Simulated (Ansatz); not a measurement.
Calculated with Ansatz (gas phase, PBE0-D4/def2-TZVP geometries, no zero-point term in ΔE). CCSD(T)/CBS is the MP2 limit (def2-TZVPP, def2-QZVPP) plus CCSD(T) − MP2 in def2-TZVPP, frozen cores. DFT in def2-TZVPP. B3LYP here is the variant with VWN-RPA as its local correlation; programs differ in this. def2 core potentials past Kr. For Sn outer-core shells are correlated without core-valence functions, which leaves a few kJ/mol of doubt a bond. One conformer a species, not always the lowest.

Reaction (cleavage of the Sn–Si bond): `F[Si](F)(F)[SnH3]` + `O[SiH2][SiH3]` → `[SiH3][SiH2][O][SnH3]` + `F[SiH](F)F`

CCSD(T)/CBS gives -30.1 kJ/mol.

(1) Another level gave -34.4 kJ/mol. Which?
A. B2PLYP/def2-TZVPP
B. PBE0/def2-TZVPP
C. B3LYP-D4/def2-TZVPP
D. MP2/def2-TZVPP

Largest T1 diagnostic among the species: 0.014.

Answers

(1) D. MP2/def2-TZVPP -34.4, PBE0 -9.1, B2PLYP -29.2, B3LYP-D4 -23.0 kJ/mol.

From PBE to PBE0 (25 % exact exchange), in def2-TZVPP and without D4, ΔE moves by −4.9 kJ/mol. In def2-TZVPP, CCSD(T) changes the Hartree–Fock value by +15.7 kJ/mol (the triples alone add +0.6 kJ/mol) and MP2 by +12.0 kJ/mol.
